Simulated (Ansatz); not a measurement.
C$_{2}$H$_{6}$Cl$_{2}$SSi$_{2}$ (`C=C[SiH2]S[SiH](Cl)Cl`), relaxed with RKS PBE0-D4/def2-TZVP in the Gaussian-basis code of Ansatz from a GFN2-xTB geometry. The force threshold is 0.005 eV/Å; the program also tests the step.

Charge 0, multiplicity 1.

Start:

```xyz
13

C     0.247    1.242   -1.738
C     0.992    0.633   -0.827
Si    0.863    0.922    1.024
S     0.396   -0.983    1.989
Si   -1.176   -1.836    0.825
Cl   -2.579   -0.468    0.340
Cl   -0.479   -2.650   -0.883
H    -0.487    1.985   -1.468
H     0.337    1.033   -2.793
H     1.712   -0.107   -1.160
H     2.135    1.250    1.650
H    -0.219    1.838    1.364
H    -1.741   -2.860    1.677
```

Question: How much energy does the relaxation release, and in how many steps? (Estimate.)

Answer: Ansatz gave: 10.16 kJ/mol, in 13 steps, 1 of them rejected.

Question: Which bonds change most? (An estimate is asked.)

Answer: Ansatz gave: C2–Si3 from 1.878 to 1.848 Å; S4–Si5 from 2.134 to 2.105 Å; Si3–H11 from 1.455 to 1.484 Å; Si5–Cl7 from 2.016 to 2.044 Å.

Question: Give the relaxed structure. (Best estimate.)

Answer: The calculation gave: 
```xyz
13

C     0.253    1.232   -1.713
C     1.049    0.623   -0.839
Si    0.834    0.841    0.984
S     0.436   -1.024    1.999
Si   -1.156   -1.810    0.869
Cl   -2.551   -0.389    0.399
Cl   -0.530   -2.669   -0.878
H    -0.563    1.873   -1.391
H     0.373    1.112   -2.786
H     1.842   -0.025   -1.209
H     2.082    1.286    1.653
H    -0.262    1.807    1.237
H    -1.807   -2.857    1.675
```
